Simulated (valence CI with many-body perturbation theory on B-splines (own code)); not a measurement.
# E1 line list for Hg⁷²⁺

Calculated by valence CI with perturbative core correlation (CI+MBPT): six valence electrons over a frozen Dirac-Fock core [He], radial functions for each j: 9 s, 9 p, 8 d, 6 f, 3 g, 1 h, with the one-electron correlation potential Σ1 (screened to all orders), the two-electron term Σ2, the three-electron term Σ3, Breit, model QED; selected single and double excitations, second order for the rest, scaled by the run's own slope (own B-spline code, finite nucleus).

No measured spectrum was set against this ion. As an estimate, large intervals hold to a few tenths of a per cent, small ones and those within an open d or f shell to about a per cent. Among the levels kept, up to 1900 cm⁻¹ of a level comes from second order outside the variational space, and about a tenth of that is noise between levels of different J, which matters for small intervals.

Lines 51 to 100 of 197 in falling wavelength, among levels below 12815 eV, chosen from the strongest by gf and those to the six lowest levels. Wavelengths and rates use the calculated energies. Electric multipoles are in the length gauge with retardation, E1 and E2 with the static RPA response of the core. Weak lines are less certain than strong ones. Lines between different terms over intervals too small for the method are left out, as are lines whose strength nearly cancels. The highest levels of a list are the least certain.

Levels are named by their leading jj configuration (3d3/2^4 stands for four electrons in 3d with j = 3/2), which in mixed levels can hold well under half, so a name can repeat and another be missing. Letters in brackets count levels of one name in rising energy.

```
λ vac (nm)                               Upper                               Lower   A (s⁻¹)  S (a.u.)
     2.885     (2s 2p1/2^2 2p3/2^2 3s) J=1 [a]     (2s^2 2p1/2 2p3/2^2 3s) J=1 [b]  3.85e+10  1.37e-03
     2.804            (2s 2p1/2^2 2p3/2^3) J=2            (2s^2 2p1/2 2p3/2^3) J=2  4.82e+10  2.62e-03
     2.800  (2s 2p1/2^2 2p3/2^2 3p1/2) J=1 [a]  (2s^2 2p1/2 2p3/2^2 3p1/2) J=1 [b]  4.79e+10  1.56e-03
     2.794      (2s 2p1/2^2 2p3/2^2 3p1/2) J=0  (2s^2 2p1/2 2p3/2^2 3p1/2) J=1 [b]  1.25e+11  1.35e-03
     2.721  (2s 2p1/2^2 2p3/2^2 3p1/2) J=1 [b]  (2s^2 2p1/2 2p3/2^2 3p1/2) J=2 [b]  3.36e+10  1.00e-03
     2.691            (2s 2p1/2^2 2p3/2^3) J=2            (2s^2 2p1/2 2p3/2^3) J=1  5.66e+10  2.72e-03
     2.667              (2s 2p1/2 2p3/2^4) J=1                  (2s^2 2p3/2^4) J=0  6.60e+10  1.85e-03
     2.630         (2s 2p1/2^2 2p3/2^2 3s) J=0     (2s^2 2p1/2 2p3/2^2 3s) J=1 [b]  7.92e+10  7.11e-04
     2.515     (2s 2p1/2^2 2p3/2^2 3s) J=1 [b]     (2s^2 2p1/2 2p3/2^2 3s) J=2 [b]  3.96e+10  9.32e-04
     2.458  (2s 2p1/2^2 2p3/2^2 3p1/2) J=2 [b]      (2s^2 2p1/2 2p3/2^2 3p1/2) J=3  1.00e+11  3.68e-03
     2.427     (2s 2p1/2^2 2p3/2^2 3s) J=2 [b]         (2s^2 2p1/2 2p3/2^2 3s) J=3  7.33e+10  2.59e-03
     2.389  (2s 2p1/2^2 2p3/2^2 3p1/2) J=1 [b]  (2s^2 2p1/2 2p3/2^2 3p1/2) J=2 [a]  4.15e+10  8.38e-04
     2.312            (2s 2p1/2^2 2p3/2^3) J=1            (2s^2 2p1/2 2p3/2^3) J=2  1.40e+11  2.56e-03
     2.287               (2p1/2^2 2p3/2^4) J=0              (2s 2p1/2 2p3/2^4) J=1  4.58e+11  2.70e-03
     2.234            (2s 2p1/2^2 2p3/2^3) J=1            (2s^2 2p1/2 2p3/2^3) J=1  3.63e+10  5.99e-04
     1.755      (2s^2 2p1/2^2 2p3/2 3p3/2) J=1         (2s^2 2p1/2^2 2p3/2 3s) J=1  2.56e+12  2.05e-02
     1.749      (2s^2 2p1/2^2 2p3/2 3d3/2) J=2      (2s^2 2p1/2^2 2p3/2 3p1/2) J=2  1.07e+12  1.41e-02
     1.746      (2s^2 2p1/2^2 2p3/2 3d3/2) J=2      (2s^2 2p1/2^2 2p3/2 3p1/2) J=1  1.11e+12  1.45e-02
     1.733      (2s^2 2p1/2^2 2p3/2 3p3/2) J=3         (2s^2 2p1/2^2 2p3/2 3s) J=2  3.26e+12  5.87e-02
     1.731      (2s^2 2p1/2^2 2p3/2 3p3/2) J=1         (2s^2 2p1/2^2 2p3/2 3s) J=2  5.66e+11  4.35e-03
     1.727      (2s^2 2p1/2^2 2p3/2 3d3/2) J=3      (2s^2 2p1/2^2 2p3/2 3p1/2) J=2  2.25e+12  4.00e-02
     1.717      (2s^2 2p1/2^2 2p3/2 3d3/2) J=1      (2s^2 2p1/2^2 2p3/2 3p1/2) J=2  4.08e+11  3.05e-03
     1.714      (2s^2 2p1/2^2 2p3/2 3d3/2) J=1      (2s^2 2p1/2^2 2p3/2 3p1/2) J=1  1.90e+12  1.42e-02
     1.702      (2s^2 2p1/2^2 2p3/2 3d3/2) J=0      (2s^2 2p1/2^2 2p3/2 3p1/2) J=1  2.36e+12  5.75e-03
     1.679      (2s^2 2p1/2^2 2p3/2 3p3/2) J=2         (2s^2 2p1/2^2 2p3/2 3s) J=1  1.87e+12  2.18e-02
     1.656      (2s^2 2p1/2^2 2p3/2 3p3/2) J=2         (2s^2 2p1/2^2 2p3/2 3s) J=2  1.85e+12  2.07e-02
     1.614      (2s^2 2p1/2^2 2p3/2 3p3/2) J=0         (2s^2 2p1/2^2 2p3/2 3s) J=1  4.18e+12  8.67e-03
    0.8222                  (2s^2 2p3/2^4) J=0            (2s 2p1/2^2 2p3/2^3) J=1  1.20e+11  3.28e-05
    0.5182         (2s 2p1/2^2 2p3/2^2 3s) J=3         (2s^2 2p1/2^2 2p3/2 3s) J=2  6.59e+12  3.17e-03
    0.5166  (2s 2p1/2^2 2p3/2^2 3p1/2) J=2 [a]      (2s^2 2p1/2^2 2p3/2 3p1/2) J=2  7.33e+11  2.50e-04
    0.5165      (2s 2p1/2^2 2p3/2^2 3p1/2) J=3      (2s^2 2p1/2^2 2p3/2 3p1/2) J=2  6.38e+12  3.04e-03
    0.5164  (2s 2p1/2^2 2p3/2^2 3p1/2) J=2 [a]      (2s^2 2p1/2^2 2p3/2 3p1/2) J=1  5.81e+12  1.97e-03
    0.5131     (2s 2p1/2^2 2p3/2^2 3s) J=2 [a]         (2s^2 2p1/2^2 2p3/2 3s) J=1  3.72e+12  1.24e-03
    0.5109     (2s 2p1/2^2 2p3/2^2 3s) J=2 [a]         (2s^2 2p1/2^2 2p3/2 3s) J=2  3.88e+12  1.28e-03
    0.5012            (2s 2p1/2^2 2p3/2^3) J=2          (2s^2 2p1/2^2 2p3/2^2) J=2  2.13e+13  6.61e-03
    0.4984              (2s 2p1/2 2p3/2^4) J=0            (2s^2 2p1/2 2p3/2^3) J=1  4.26e+13  2.60e-03
    0.4961            (2s 2p1/2^2 2p3/2^3) J=1          (2s^2 2p1/2^2 2p3/2^2) J=0  1.37e+13  2.48e-03
    0.4948     (2s 2p1/2^2 2p3/2^2 3s) J=1 [a]         (2s^2 2p1/2^2 2p3/2 3s) J=1  3.01e+12  5.40e-04
    0.4941              (2s 2p1/2 2p3/2^4) J=1            (2s^2 2p1/2 2p3/2^3) J=2  3.81e+13  6.81e-03
    0.4932     (2s 2p1/2^2 2p3/2^2 3s) J=1 [b]         (2s^2 2p1/2^2 2p3/2 3s) J=1  3.75e+13  6.66e-03
    0.4930               (2p1/2^2 2p3/2^4) J=0            (2s 2p1/2^2 2p3/2^3) J=1  8.60e+13  5.08e-03
    0.4928     (2s 2p1/2^2 2p3/2^2 3s) J=1 [a]         (2s^2 2p1/2^2 2p3/2 3s) J=2  2.03e+13  3.60e-03
    0.4923  (2s 2p1/2^2 2p3/2^2 3p1/2) J=1 [a]      (2s^2 2p1/2^2 2p3/2 3p1/2) J=2  1.96e+13  3.46e-03
    0.4923  (2s 2p1/2^2 2p3/2^2 3p1/2) J=1 [b]      (2s^2 2p1/2^2 2p3/2 3p1/2) J=2  7.25e+12  1.28e-03
    0.4921  (2s 2p1/2^2 2p3/2^2 3p1/2) J=1 [a]      (2s^2 2p1/2^2 2p3/2 3p1/2) J=1  3.48e+12  6.14e-04
    0.4921  (2s 2p1/2^2 2p3/2^2 3p1/2) J=1 [b]      (2s^2 2p1/2^2 2p3/2 3p1/2) J=1  3.63e+13  6.41e-03
    0.4919      (2s 2p1/2^2 2p3/2^2 3p1/2) J=0      (2s^2 2p1/2^2 2p3/2 3p1/2) J=1  2.29e+13  1.34e-03
    0.4919  (2s 2p1/2^2 2p3/2^2 3p1/2) J=2 [b]      (2s^2 2p1/2^2 2p3/2 3p1/2) J=2  3.90e+13  1.14e-02
    0.4917  (2s 2p1/2^2 2p3/2^2 3p1/2) J=2 [b]      (2s^2 2p1/2^2 2p3/2 3p1/2) J=1  4.23e+12  1.24e-03
    0.4916     (2s 2p1/2^2 2p3/2^2 3s) J=2 [b]         (2s^2 2p1/2^2 2p3/2 3s) J=1  5.77e+12  1.69e-03
```
